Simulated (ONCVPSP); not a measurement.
# gadolinium, ONCV: configuration errors across variants

ONCVPSP 4.0.1 input, shortened (lines: element, Z, core and valence counts, functional; n l f; lmax; l rc ep ncon nbas qcut; lloc lpopt rc5 dvloc0; l nproj debl; icmod fcfact rcfact), LDA (Perdew-Wang 92), scalar-relativistic:

```
  Gd 64.00    9    6  -001012      upf
    1    0    2.00
    2    0    2.00
    2    1    6.00
    3    0    2.00
    3    1    6.00
    3    2   10.00
    4    0    2.00
    4    1    6.00
    4    2   10.00
    4    3    7.00
    5    0    2.00
    5    1    6.00
    5    2    1.00
    6    0    1.00
    6    1    1.00
    3
    0    2.20    0.00    4    7    4.20
    1    2.25    0.00    5    8    5.80
    2    3.00    0.00    3    7    6.20
    3    0.80    0.00    3    7   18.80
    4    5    0.80    2.00
    0    2    1.70
    1    2    0.50
    2    2    1.10
    3    2    1.90
    3    2.75    1.45
```

All-electron excitation energies from the reference (eV): (1) 4f7 5s2 5p6 5d1 6s2 6p0 -2.958; (2) 4f7 5s2 5p6 5d1 6s1 6p0 3.892; (3) 4f7 5s2 5p6 5d1 6s0 6p0 16.263; (4) 4f6 5s2 5p6 5d1 6s2 6p0 13.522.

A true bound ghost makes a file unfit for plane-wave use even where its test errors are small: the radial tests pick states by their node count and pass the ghost by.

Errors AE − PS in meV (a dash: test not solved or not reliable):

| change | (1) | (2) | (3) | (4) | bound ghosts | GHOST(+) flags above zero |
| --- | --- | --- | --- | --- | --- | --- |
| base | +0.1 | -1.2 | -5.1 | +5.8 | s, p | d |
| d: rc 2.06 | +0.1 | -1.2 | -5.1 | +9.1 | s, p | d |
| d: rc 2.32 | +0.1 | -1.2 | -5.1 | +10 | s, p | d |
| d: rc 2.88 | +0.1 | -1.2 | -5.1 | +8.0 | s, p | d |
| d: rc 3.24 | +0.1 | -1.2 | -5.3 | +1.6 | s, p | none |
| d: rc 3.54 | 0.0 | -1.2 | -5.6 | – | s, p, d | none |
| d: rc 3.74 | 0.0 | -1.2 | -5.9 | -1.4 | s, p | d |
| d: rc 4.06 | -0.2 | -1.2 | -7.3 | -25 | s, p | d |
| d: rc 4.36 | -0.4 | -1.2 | -9.0 | -36 | s, p | d |

**Question.** Give the same row for: d: rc 2.62.

**Answer.** +0.1, -1.2, -5.1, +10; bound ghosts: s, p; GHOST(+) flags above zero: d.
